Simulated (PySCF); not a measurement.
**Gas-phase XPS of `CC(C)c1cccs1`, computed**

Compound: C₇H₁₀S.
SMILES with atom numbers: `[CH3:1][CH:2]([CH3:3])[c:4]1[cH:5][cH:6][cH:7][s:8]1`

Method: PySCF 2.14.0, delta-SCF UKS SCAN, pcX-2 on the ionised atom, pcseg-1 elsewhere, spin-free X2C. Each binding energy is the total energy of the core-ionised species, with the hole localised on one atom, minus that of the ground state; both are solved self-consistently, so orbital relaxation is included.

List the computed XPS lines with their assignment.

| atom(s) | environment | level | binding energy (eV) | above the level's lowest (eV) | count |
| --- | --- | --- | --- | --- | --- |
| C1/C3 | methyl carbon | C 1s | 290.45 | +0.47 | 2 |
| C2 | benzylic-type carbon | C 1s | 290.88 | +0.90 | 1 |
| C4 | substituted aromatic carbon | C 1s | 290.41 | +0.43 | 1 |
| C5 | aromatic CH carbon | C 1s | 289.98 | 0.00 | 1 |
| C6 | aromatic CH carbon | C 1s | 290.11 | +0.13 | 1 |
| C7 | aromatic CH next to a ring sulfur | C 1s | 290.34 | +0.36 | 1 |
| S8 | thiophene-type sulfur | S 1s | 2477.52 | 0.00 | 1 |

Lowest listed C 1s: C5, bonded to 2 C (aromatic in the SMILES) and H. Highest, 0.90 eV above it: C2, bonded to 3 C and H. The values 290.41 and 290.45 eV lie too close for their order to be trusted.

Which effective nuclear charge Zeff reproduces each element's mean 1s value in the hydrogen-like formula E = 13.606 eV × Zeff²?

C (Z = 6): mean 290.4 eV, Zeff = 4.62, Z − Zeff = 1.38; S (Z = 16): mean 2477.5 eV, Zeff = 13.49, Z − Zeff = 2.51. Means run over the listed sites, weighted by atom count.

Express the binding energy of C 1s of C7 in atomic units and per mole.

290.34 eV = 10.6698 Eh = 28014 kJ/mol.

The first atom of each set that the bonding makes equivalent was ionised and stands for the set. Not every level is listed. Isolated species at its PBE0-D3(BJ)/def2-SVP geometry (one conformer only).

Hardware: one thread of an Arm Neoverse V2, on a shared host. Cost: 1.7 min of wall time.

The values belong to the conformer `[CH3:1][CH:2]([CH3:3])[c:4]1[cH:5][cH:6][cH:7][s:8]1`: C1–C2–C4–C5 116°.
